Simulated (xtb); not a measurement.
methane (CH4), singlet, geometry from GFN2-xTB; GFN2-xTB with ALPB(water) run with xtb.

The xtb input:
```
$ xtb mol.xyz --gfn 2 --chrg 0 --uhf 0 --alpb water --json

# file mol.xyz
5

C      0.00000000     0.00000000     0.00000000
H      0.63659729     0.62709564     0.61038865
H     -0.62802620    -0.60691709     0.63899460
H      0.61285682    -0.64240181    -0.61871302
H     -0.62142791     0.62222325    -0.63067023
```

### Question
Write the output that xtb gives for this input, abridged.

### Answer

```
   ID    Z sym.   atoms
    1    6 C      1
    2    1 H      2-5

           -------------------------------------------------
          |                Calculation Setup                |
           -------------------------------------------------

           -------------------------------------------------
          |                 G F N 2 - x T B                 |
           -------------------------------------------------

      * Solvation model:               ALPB
        Solvent                        water
        Parameter file                 internal GFN2-xTB/ALPB
        Dielectric constant                8.0200E+01
        Reference state                gsolv [1 M gas/solution]
        Free energy shift                  1.0808E-03 Eh       6.7819E-01 kcal/mol
        Temperature                        2.9815E+02 K
        Density                            1.0000E+00 kg/L
        Solvent mass                       1.8000E+01 g/mol
        Interaction kernel             P16
        Born radius scaling (c1)           1.4744E+00
        Born radii integrator          GBOBC
        Born offset                        0.0000E+00 a0       0.0000E+00 AA
        H-bond correction              true
        Ion screening                  false
        Surface tension                    1.0000E-05 Eh       1.5569E+01 dyn/cm
        Grid points                               230 per atom

          ...................................................
          :                      SETUP                      :
          :.................................................:
          :  # basis functions                   8          :
          :  # atomic orbitals                   8          :
          :  # shells                            6          :
          :  # electrons                         8          :
          :  max. iterations                   250          :
          :  Hamiltonian                  GFN2-xTB          :
          :  restarted?                      false          :
          :  GBSA solvation                   true          :
          :  PC potential                    false          :
          :  electronic temp.          300.0000000     K    :
          :  accuracy                    1.0000000          :
          :  -> integral cutoff          0.2500000E+02      :
          :  -> integral neglect         0.1000000E-07      :
          :  -> SCF convergence          0.1000000E-05 Eh   :
          :  -> wf. convergence          0.1000000E-03 e    :
          :  Broyden damping             0.4000000          :
          :  net charge                          0          :
          :  unpaired electrons                  0          :
          ...................................................

 iter      E             dE          RMSdq      gap      omega  full diag
   1     -4.2399066 -0.423991E+01  0.212E+00   17.74       0.0  T
   2     -4.2468599 -0.695337E-02  0.868E-01   17.57       1.0  T
   3     -4.2471514 -0.291476E-03  0.415E-01   17.46       1.0  T
   4     -4.2471870 -0.355810E-04  0.826E-02   17.36       1.0  T
   5     -4.2471866  0.379104E-06  0.145E-02   17.36       3.1  T
   6     -4.2471871 -0.494698E-06  0.330E-04   17.36     135.7  T
   7     -4.2471871 -0.251823E-09  0.431E-06   17.36   10376.7  T

   *** convergence criteria satisfied after 7 iterations ***

         :::::::::::::::::::::::::::::::::::::::::::::::::::::
         ::                     SUMMARY                     ::
         :::::::::::::::::::::::::::::::::::::::::::::::::::::
         :: total energy              -4.174940586713 Eh    ::
         :: total w/o Gsasa/hb        -4.175217973790 Eh    ::
         :: gradient norm              0.000291718216 Eh/a0 ::
         :: HOMO-LUMO gap             17.355883058230 eV    ::
         ::.................................................::
         :: SCC energy                -4.247187104645 Eh    ::
         :: -> isotropic ES            0.002471933024 Eh    ::
         :: -> anisotropic ES          0.002202015325 Eh    ::
         :: -> anisotropic XC          0.003599738941 Eh    ::
         :: -> dispersion             -0.000653918043 Eh    ::
         :: -> Gsolv                   0.000242674641 Eh    ::
         ::    -> Gelec               -0.000034712436 Eh    ::
         ::    -> Gsasa               -0.000465184997 Eh    ::
         ::    -> Ghb                 -0.000338187625 Eh    ::
         ::    -> Gshift               0.001080759698 Eh    ::
         :: repulsion energy           0.072246517932 Eh    ::
         :: add. restraining           0.000000000000 Eh    ::
         :: total charge               0.000000000000 e     ::
         :::::::::::::::::::::::::::::::::::::::::::::::::::::

           -------------------------------------------------
          |                Property Printout                |
           -------------------------------------------------

    * Orbital Energies and Occupations

         #    Occupation            Energy/Eh            Energy/eV
      -------------------------------------------------------------
         1        2.0000           -0.5783088             -15.7366
         2        2.0000           -0.4638437             -12.6218
         3        2.0000           -0.4638437             -12.6218
         4        2.0000           -0.4638437             -12.6218 (HOMO)
         5                          0.1739733               4.7341 (LUMO)
         6                          0.2330446               6.3415
         7                          0.2330447               6.3415
         8                          0.2330447               6.3415
      -------------------------------------------------------------
                  HL-Gap            0.6378170 Eh           17.3559 eV
             Fermi-level           -0.1449352 Eh           -3.9439 eV

     #   Z          covCN         q      C6AA      α(0)
     1   6 C        3.702    -0.172    24.024     7.009
     2   1 H        0.925     0.043     2.409     2.427
     3   1 H        0.925     0.043     2.409     2.427
     4   1 H        0.925     0.043     2.409     2.427
     5   1 H        0.925     0.043     2.409     2.427

 Mol. C6AA /au·bohr⁶  :        123.071385
 Mol. C8AA /au·bohr⁸  :       2291.991844
 Mol. α(0) /au        :         16.718263

Wiberg/Mayer (AO) data.
largest (>0.10) Wiberg bond orders for each atom

 ---------------------------------------------------------------------------
     #   Z sym  total        # sym  WBO       # sym  WBO       # sym  WBO
 ---------------------------------------------------------------------------
     1   6 C    3.992 --     4 H    0.998     3 H    0.998     2 H    0.998
                             5 H    0.998
     2   1 H    0.998 --     1 C    0.998
     3   1 H    0.998 --     1 C    0.998
     4   1 H    0.998 --     1 C    0.998
     5   1 H    0.998 --     1 C    0.998
 ---------------------------------------------------------------------------

Topologies differ in total number of bonds
Writing topology from bond orders to xtbtopo.mol

molecular dipole:
                 x           y           z       tot (Debye)
 q only:       -0.000       0.000      -0.000
   full:       -0.000       0.000      -0.000       0.000
molecular quadrupole (traceless):
                xx          xy          yy          xz          yz          zz
 q only:        0.000      -0.000      -0.000       0.000      -0.000       0.000
  q+dip:        0.000      -0.000      -0.000       0.000      -0.000       0.000
   full:        0.000      -0.000      -0.000       0.000      -0.000       0.000

           -------------------------------------------------
          | TOTAL ENERGY               -4.174940586713 Eh   |
          | GRADIENT NORM               0.000291718216 Eh/α |
          | HOMO-LUMO GAP              17.355883058230 eV   |
           -------------------------------------------------

normal termination of xtb
```
